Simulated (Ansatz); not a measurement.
```xyz
11

Si   -0.160   -1.621    0.814
Si   -0.248   -0.362   -1.152
As    0.761    1.774   -0.919
S    -0.321    2.292    0.986
H    -0.773   -0.868    1.938
H    -0.875   -2.915    0.649
H     1.267   -1.896    1.134
H    -1.648   -0.120   -1.594
H     0.482   -1.065   -2.245
H     2.012    1.204   -0.255
H    -0.497    3.578    0.645
```

The species carries charge 0 and has multiplicity 1.

(1) List the B3LYP/def2-TZVPP orbital energies in eV (the Gaussian-basis code of Ansatz). (Estimate.)

Results:

(1) Computed: Occupied: -11588.61, -2418.05, -1799.15, -1798.93, -1465.46, -1310.04, -1310.01, -1309.99, -216.03, -190.63, -160.59, -160.52, -160.37, -143.71, -143.51, -137.83, -137.74, -137.66, -99.04, -99.01, -99.00, -98.82, -98.81, -98.81, -45.01, -44.98, -44.92, -44.86, -44.82, -20.33, -16.88, -15.21, -13.55, -11.31, -10.38, -9.84, -9.78, -9.40, -8.91, -8.60, -7.13, -6.95. Lowest empty: -1.15, -0.65, -0.17, 0.07, 0.32, 0.68, 0.91, 1.16.

B3LYP here is the variant with VWN-RPA as its local correlation; programs differ in this.
